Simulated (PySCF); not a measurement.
C₆H₁₄S₂, SMILES CSCCCCSC. Atoms are numbered in the order given.

```xyz
22

C      0.6231     4.6769     0.0000
S     -0.6567     3.3856     0.0000
C      0.4181     1.9062     0.0000
C     -0.4267     0.6353     0.0000
C      0.4267    -0.6353     0.0000
C     -0.4181    -1.9062     0.0000
S      0.6567    -3.3856     0.0000
C     -0.6231    -4.6769     0.0000
H      1.2563     4.6142    -0.8989
H      0.1052     5.6465     0.0000
H      1.2563     4.6142     0.8989
H      1.0698     1.9342     0.8899
H      1.0698     1.9342    -0.8899
H     -1.0886     0.6392    -0.8835
H     -1.0886     0.6392     0.8835
H      1.0886    -0.6392     0.8835
H      1.0886    -0.6392    -0.8835
H     -1.0698    -1.9342     0.8899
H     -1.0698    -1.9342    -0.8899
H     -1.2563    -4.6142     0.8989
H     -0.1052    -5.6465     0.0000
H     -1.2563    -4.6142    -0.8989
```
Charge 0, spin multiplicity 1.

Geometry: B3LYP-D3(BJ)/def2-SVP. Other conformers were not sampled.

Method: B3LYP-D3(BJ)/def2-SVP run with PySCF.

Frequencies are harmonic and unscaled.

```csv
mode,ν (cm⁻¹),IR (km/mol),moving atoms (share of kinetic energy)
1,35,2.3,"C 66 %, H 28 %"
2,52,3.8,"S 41 %, C 36 %, H 23 %"
3,67,1.6,"C 69 %, H 21 %, S 10 %"
4,71,0.0,"C 52 %, H 39 %, S 8 %"
5,132,0.0,"H 51 %, C 46 %"
6,134,0.0,"C 51 %, H 47 %"
7,155,0.0,"C 55 %, H 25 %, S 20 %"
8,178,1.0,H 91 %
9,182,0.0,"H 83 %, C 12 %"
10,208,0.0,"S 62 %, C 31 %"
11,249,0.1,"C 49 %, S 27 %, H 25 %"
12,401,0.0,"C 61 %, H 25 %, S 14 %"
13,407,2.5,"C 63 %, S 19 %, H 17 %"
14,719,0.0,"C 57 %, S 30 %, H 13 %"
15,720,3.5,"C 55 %, S 31 %, H 14 %"
16,753,3.7,H 94 %
17,759,2.1,"C 64 %, S 21 %, H 15 %"
18,780,0.0,"C 66 %, S 20 %, H 14 %"
19,785,0.0,"H 87 %, C 13 %"
20,889,0.2,"H 78 %, C 22 %"
21,959,0.0,"H 69 %, C 28 %"
22,959,0.0,"H 84 %, C 15 %"
23,964,5.9,"H 83 %, C 15 %"
24,970,8.0,"H 70 %, C 24 %"
25,1037,0.0,"H 76 %, C 22 %"
26,1048,1.7,"C 72 %, H 28 %"
27,1063,0.0,"C 66 %, H 33 %"
28,1089,0.0,"C 72 %, H 27 %"
29,1094,1.1,H 97 %
30,1213,17.6,"H 82 %, C 17 %"
31,1243,0.0,"H 70 %, C 29 %"
32,1263,0.0,"H 78 %, C 22 %"
33,1304,0.1,"H 85 %, C 15 %"
34,1317,0.0,H 95 %
35,1328,31.2,"H 80 %, C 20 %"
36,1336,0.0,"H 85 %, C 15 %"
37,1350,6.5,"H 74 %, C 26 %"
38,1399,0.0,"H 58 %, C 42 %"
39,1441,15.5,H 96 %
40,1441,1.0,H 96 %
41,1458,25.5,H 95 %
42,1458,0.0,H 95 %
43,1464,0.3,"H 91 %, C 9 %"
44,1467,0.0,"H 91 %, C 9 %"
45,1470,0.0,H 92 %
46,1486,2.4,"H 91 %, C 9 %"
47,3019,24.4,H 95 %
48,3021,0.0,H 95 %
49,3023,0.0,H 95 %
50,3025,66.5,H 97 %
51,3025,0.0,H 97 %
52,3033,64.6,H 95 %
53,3058,0.0,"H 91 %, C 9 %"
54,3065,3.1,"H 90 %, C 10 %"
55,3078,0.0,"H 90 %, C 10 %"
56,3091,82.2,"H 90 %, C 10 %"
57,3115,0.0,"H 90 %, C 10 %"
58,3115,21.9,"H 90 %, C 10 %"
59,3143,0.0,"H 90 %, C 10 %"
60,3143,10.7,"H 90 %, C 10 %"
```
